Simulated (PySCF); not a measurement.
Two-component Hartree-Fock for Sn²¹⁺ (tin, charge +21)

Start: [Ar] 3d10 4s1; 4s1/2 filled at m_j = +1/2. Calculated with PySCF 2.14 in an uncontracted even-tempered set (17 s from 1.4 bohr⁻², ratio 2.8; 13 p from 1.8 bohr⁻², ratio 2.8; 8 d from 3.2 bohr⁻², ratio 2.8; 4 f from 8 bohr⁻², ratio 3): generalised Hartree-Fock with the X2C-1e Hamiltonian and a Gaussian nucleus; one run each with spin-orbit coupling (SO) switched off, then screened by Boettger's factors.

```
spinor shell  electrons  ε, spin-free (eV)  ε, screened SO (eV)  weight of nominal j (screened SO)  rms radius, screened SO (bohr)
       1s1/2          2           -29972.3             -29970.1                              1.000                          0.0333
       2s1/2          2            -5133.1              -5132.4                              1.000                           0.136
       2p1/2          2            -4665.4              -4826.1                              1.000                           0.117
       2p3/2          4            -4665.4              -4592.3                              1.000                           0.122
       3s1/2          2            -1489.2              -1489.0                              1.000                           0.356
       3p1/2          2            -1331.6              -1362.8                              1.000                           0.349
       3p3/2          4            -1331.6              -1317.3                              1.000                           0.360
       3d3/2          4            -1095.0              -1100.5                              0.999                           0.330
       3d5/2          6            -1095.0              -1091.2                              0.999                           0.333
       4s1/2          1            -637.44              -637.41                              1.000                           0.782
```

```csv
quantity,spin-free,screened SO
E (hartree),-5982.56545,-5984.00453
M_J,1/2,1/2
⟨J²⟩,0.750,0.750
⟨L²⟩,0.000,0.011
⟨S²⟩,0.750,0.762
```

Each row is a mean over spinors that exchange with the open shell spreads, by up to 3.147 eV (3s1/2).

Breit and QED terms are absent; they matter most for the inner s and p1/2 levels.

Densities and radii are taken from the X2C orbitals without a picture-change correction, which distorts them close to the nucleus.

Without spin-orbit coupling the j labels of p, d and f shells carry no meaning; the spin-free column gives the mean over the occupied spinors of each nl shell.
